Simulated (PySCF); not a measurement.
SCF from a fresh guess for singlet SeH4, at the PBE0 minimum. PySCF input:

```python
from pyscf import gto, scf, dft
mol = gto.M(atom='''
Se    -0.000488     0.002739     0.021539
H      1.483906    -0.057266    -0.402853
H     -1.464147    -0.053729    -0.470038
H      0.015870     1.407141    -0.622295
H      0.003890    -1.518135    -0.250596''',
    basis={'Se': 'def2-TZVP', 'H': 'def2-TZVP'},
    charge=0, spin=0)
mf = dft.RKS(mol, xc='PBE0')
mf.grids.atom_grid = (50, 194)
aux = {'Se': 'def2-universal-JKFIT', 'H': 'def2-universal-JKFIT'}
mf = mf.density_fit(auxbasis=aux)
mf.conv_tol = 1e-08
mf.diis_space = 10
mf.max_cycle = 60
mf.init_guess = 'minao'
mf.verbose = 4
mf.kernel()
```

Excerpt of the output (cycles and frontier levels):

```
init E= -2402.66411578905
  HOMO = -0.218952996329306  LUMO = -0.0730225351802209  gap/eV = 3.97097
cycle= 1 E= -2403.51632694541  delta_E= -0.852  |g|= 0.321  |ddm|= 1.57
  HOMO = -0.238785132167972  LUMO = -0.048046425841668  gap/eV = 5.19026
cycle= 2 E= -2403.51854561937  delta_E= -0.00222  |g|= 0.266  |ddm|= 0.227
  HOMO = -0.233860258074134  LUMO = -0.0404152262770925  gap/eV = 5.26391
cycle= 3 E= -2403.52349871419  delta_E= -0.00495  |g|= 0.0164  |ddm|= 0.124
  HOMO = -0.235774189530205  LUMO = -0.0423711976777748  gap/eV = 5.26276
cycle= 4 E= -2403.52356406829  delta_E= -6.54e-05  |g|= 0.00516  |ddm|= 0.0239
  HOMO = -0.235638074004627  LUMO = -0.0421197640346538  gap/eV = 5.26590
cycle= 5 E= -2403.52357153581  delta_E= -7.47e-06  |g|= 0.00041  |ddm|= 0.00558
  HOMO = -0.235567063764951  LUMO = -0.0420518760747521  gap/eV = 5.26582
cycle= 6 E= -2403.52357158828  delta_E= -5.25e-08  |g|= 8.08e-05  |ddm|= 0.000465
  HOMO = -0.235567131290511  LUMO = -0.0420561153483439  gap/eV = 5.26570
cycle= 7 E= -2403.52357159006  delta_E= -1.77e-09  |g|= 3.76e-06  |ddm|= 8.28e-05
  HOMO = -0.235569186587489  LUMO = -0.0420576800585781  gap/eV = 5.26572
Extra cycle  E= -2403.52357159006  delta_E= -1.82e-12  |g|= 2.13e-06  |ddm|= 7.18e-06
converged SCF energy = -2403.52357159006
```

No lower solution of this spin was found by a stability analysis within the restricted form, which does not test spin polarisation.

The search for the lowest solution, with the stability check, took 4.3 s on 2 threads of a shared Arm Neoverse N1 host, with 72 basis functions; the process peaked at 0.33 GiB.
